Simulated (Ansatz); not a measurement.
Stepwise reaction of `OB(O)S` with hydrogen sulfide, as a gas-phase model of exchange steps in deposition or etching. ΔE in kJ/mol.

Gas-phase electronic energies from Ansatz, PBE0-D4/def2-TZVP geometries. CBS: MP2 limit from def2 TZ/QZ plus the TZ coupled-cluster correction, frozen cores. This one scheme is used for every species. Functionals use def2-TZVPP. B3LYP here is the variant with VWN-RPA as its local correlation; programs differ in this. One conformer a species, not always the lowest.

| step | reaction | PBE-D4 | B3LYP-D4 | ωB97M-V | CCSD(T)/CBS |
| --- | --- | --- | --- | --- | --- |
| 1 | `OB(O)S` + H₂S → `OB(S)S` + H₂O | 48.4 | 59.4 | 60.7 | 53.8 |

Q: Give the row of step 2, `OB(S)S` + H₂S → `SB(S)S` + H₂O. (Estimate.)

A: Ansatz gave: 
```csv
step,reaction,PBE-D4,B3LYP-D4,ωB97M-V,CCSD(T)/CBS
2,`OB(S)S` + H₂S → `SB(S)S` + H₂O,43.3,53.2,55.5,46.2
```

Q: By hand: ΔE of the 2 steps together at CCSD(T)/CBS.

A: (53.8) + (46.2) = 100.0 kJ/mol, or 50.0 kJ/mol a step.

In ΔE each step is lower than the one before. All are uphill at CCSD(T)/CBS. PBE-D4 differs from CCSD(T)/CBS by -5.4 to -2.9 kJ/mol a step. Isolated molecules leave out the surface, adducts and barriers. Largest T1 diagnostic: 0.013.
